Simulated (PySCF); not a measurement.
## NMR problem set

One conformer, equivalent nuclei averaged, no relativistic terms, isolated molecule. Shielding tensors at PBE0/pcSseg-1 (GIAO); coordinates at the GFN2-xTB level; PySCF.

δ = σ(ref) − σ, references computed at the same level: ¹H (σref 31.72), ¹³C (σref 186.93) against TMS. Where no couplings were computed, multiplicities follow the n + 1 count of equivalent neighbours, and m marks all less simple cases (inequivalent or close neighbours, rings, F or P nearby). Shifts are as computed. Against solution values, carbons near 30 ppm lie about +3 ppm off and those near 130 ppm about +5 ppm. Of 1211 compounds with measured shifts, 218 miss one by over three times the rms of a fit or turn the order of signals round; such compounds aren't used in these exercises.

Problem. C$_{8}$H$_{12}$O. ¹H NMR (500 MHz, computed): δ 5.63 (br s, 1H), 5.47 (br s, 1H), 4.68 (s, 2H), 3.63 (s, 3H), 2.17 (s, 3H), 1.18 (s, 2H). ¹³C{¹H} NMR (computed): δ 141.2, 124.8, 122.1, 119.4, 77.1, 61.4, 25.0, 11.7. Give a structure.

Solution. `C(C1=C(C(=C)C)C1)OC`. The formula gives 3 degrees of unsaturation (1 ring in the answer). 8 carbon signals for 8 carbons: no two carbons are equivalent. Carbon types of the structure: 3 × C, 3 × CH2, 2 × CH3, which accounts for all hydrogens. δC 141.2, 122.1, 119.4: fully substituted alkene carbon; the olefinic region. δC 124.8: terminal =CH2 carbon; an sp2 carbon of a C=C bond. δC 77.1: allylic sp3 CH2 bonded to O; pulled downfield by the heteroatom. δC 61.4: methyl carbon bonded to O; deshielded by the electronegative neighbour.

The data come from this structure; uniqueness wasn't tested.

Problem. C$_{6}$H$_{15}$NSi$_{2}$. ¹H NMR (500 MHz, computed): δ 4.94 (m, 2H), 3.96 (t, 3H), 2.46 (s, 6H), 2.02 (q, 2H), 1.49 (m, 2H). ¹³C{¹H} NMR (computed): δ 152.1, 140.1, 45.2, 17.8, 14.9. What is it?

Solution. SMILES CN(C)C1=C(C[SiH3])C[SiH2]1. The formula gives 2 degrees of unsaturation (1 ring in the answer). 5 carbon signals for 6 carbons: some carbons are equivalent by symmetry or fast rotation. Carbon types of the structure: 2 × C, 2 × CH2, 2 × CH3, leaving 5 H on heteroatoms. δC 152.1: alkene carbon bearing nitrogen; an sp2 carbon further deshielded by the attached heteroatom. δC 140.1: β carbon of an enol-ether or enamine type C=C. δC 45.2: methyl carbon bonded to N; pulled downfield by the heteroatom. δH 2.02, 1.49: hydrogen on an allylic sp3 CH2 bonded to Si; allylic position.

This is the structure that produced the data.
